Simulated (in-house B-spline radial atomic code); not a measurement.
The numbers below are computed, except where a source is named.
## Weak and strong correlation along the adiabatic connection

Two-electron singlets in several external potentials (atomic units), by full CI in B-splines with partial waves to l = 8 (correlation energies up to 0.6 % small). The repulsion is scaled by λ at fixed density; W(λ) is the mean repulsion less the Hartree energy, W(0) = E_x, and the area under W from 0 to 1 is E_xc.

One system gave this curve:

```csv
λ,W (hartree)
0,-0.40846
0.02,-0.41031
0.05,-0.413
0.12,-0.41895
0.25,-0.42887
0.4,-0.43877
0.6,-0.44991
0.8,-0.45921
1,-0.46708
1.4,-0.47969
2,-0.49339
3,-0.50842
4.5,-0.52209
7,-0.53495
10,-0.54377
```

Which system is it?
A. −Z/r, Z = 4.57, wall at 0.42 bohr
B. ω²r²/2 − Z/r, ω = 1.86, Z = 2
C. −Z/r, Z = 2, wall at 6 bohr
D. ω²r²/2 − Z/r, ω = 0.219, Z = 0.5

D. The exchange energy sets the size: ω²r²/2 − Z/r, ω = 0.219, Z = 0.5: E_x = -0.408, E_c = -0.0339; −Z/r, Z = 4.57, wall at 0.42 bohr: E_x = -4.88, E_c = -0.0472; ω²r²/2 − Z/r, ω = 1.86, Z = 2: E_x = -1.51, E_c = -0.0417; −Z/r, Z = 2, wall at 6 bohr: E_x = -1.02, E_c = -0.042 hartree.
